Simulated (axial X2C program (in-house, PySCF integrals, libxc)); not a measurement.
**GeH⁻: a run with one poor setting**

All values were computed with an in-house relativistic program for diatomic molecules. Spin-free means the one-electron spin-free X2C Hamiltonian. Basis: Ge dyall-av3z [10s10p8d2f], H dyall-av3z [7s3p2d] (cores contracted in-house); Gaussian nuclei, density fitting, unrestricted open shells. Masses: Ge 73.921 u, H 1.008 u.

One setting of this run was spoiled on purpose, so its numbers are not properties of GeH⁻. Level: PBE0, spin-free; state M_S = 1, Λ = 0 (beyond evenly filled blocks: π+α, π-α).

```json
{"R (Å)": "1.416", "E − E(lowest point) (eV)": "0.3245", "SCF iterations": "32"}
{"R (Å)": "1.482", "E − E(lowest point) (eV)": "0.1376", "SCF iterations": "25"}
{"R (Å)": "1.530", "E − E(lowest point) (eV)": "0.0552", "SCF iterations": "23"}
{"R (Å)": "1.579", "E − E(lowest point) (eV)": "0.0119", "SCF iterations": "22"}
{"R (Å)": "1.628", "E − E(lowest point) (eV)": "0.0000", "SCF iterations": "4"}
{"R (Å)": "1.685", "E − E(lowest point) (eV)": "0.0174", "SCF iterations": "24"}
{"R (Å)": "1.742", "E − E(lowest point) (eV)": "0.0609", "SCF iterations": "22"}
{"R (Å)": "1.815", "E − E(lowest point) (eV)": "0.1449", "SCF iterations": "23"}
{"R (Å)": "1.905", "E − E(lowest point) (eV)": "0.2769", "SCF iterations": "24"}
{"R (Å)": "2.035", "E − E(lowest point) (eV)": "0.4997", "SCF iterations": "25"}
```

Fit: Re 1.625 Å, ωe 1703.3 cm⁻¹, residual 0.24 microhartree, De 2.74 eV.

Output at the reference distance:

```
spin-free X2C-1e  PBE0
basis functions 120  fitting functions 684  grid points 1062
iter        total energy     max residual
   1      -2099.181712614     4.75e-05
   2      -2099.181712625     3.82e-05
   3      -2099.181712643     2.40e-06
   4      -2099.181712643     1.34e-06
converged
one-electron -2952.06800498  Coulomb 922.94725614  exact exchange -19.74401419  xc functional -60.71846727  nuclear repulsion 10.40151766
```

Task: Which setting was spoiled?
A. virtual space cut too low
B. integration grid too coarse
C. an excited determinant was followed
D. density fitting set too sparse
E. too few iterations allowed

Result: B. Integration grid too coarse: 45 radial and 14 angular points an atom against the usual 100 and 30 (atoms up to Ar take three quarters of the radial points).
